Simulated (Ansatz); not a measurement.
Molecule: AsH₅, charge 0, multiplicity 1. 
Structure (B3LYP-D3(BJ)/def2-TZVP (Ansatz, an electronic-structure program) minimum search):
SMILES: [AsH5]
```xyz
6

As     0.0000     0.0000     0.0000
H      0.0069    -0.0006     1.6054
H     -0.0069     0.0006    -1.6054
H      1.5317     0.0008    -0.0066
H     -0.7666     1.3261     0.0038
H     -0.7651    -1.3269     0.0028
```
Charge 0, spin multiplicity 1.

Parts of the frozen-core correlation energy in STO-3G (Ansatz, hartree). Frozen orbitals: 14; correlated occupied orbitals by spin: 5 and 5; virtual: 4 and 4. No spin-orbit coupling. No relativistic terms.

```json
[
 {"term": "reference (HF)", "value": "-2211.98536"},
 {"term": "MP2 opposite-spin", "value": "?"},
 {"term": "MP2 same-spin", "value": "?"},
 {"term": "CCSD correlation", "value": "?"},
 {"term": "(T)", "value": "-0.00112"},
 {"term": "FCI minus CCSD(T)", "value": "-0.00056"},
 {"term": "T1 diagnostic", "value": "0.006"},
 {"term": "largest doubles amplitude", "value": "0.093"}
]
```

Problem. Complete the blanks.

Solution. 
- MP2 opposite-spin, value: -0.05626
- MP2 same-spin, value: -0.00065
- CCSD correlation, value: -0.08647
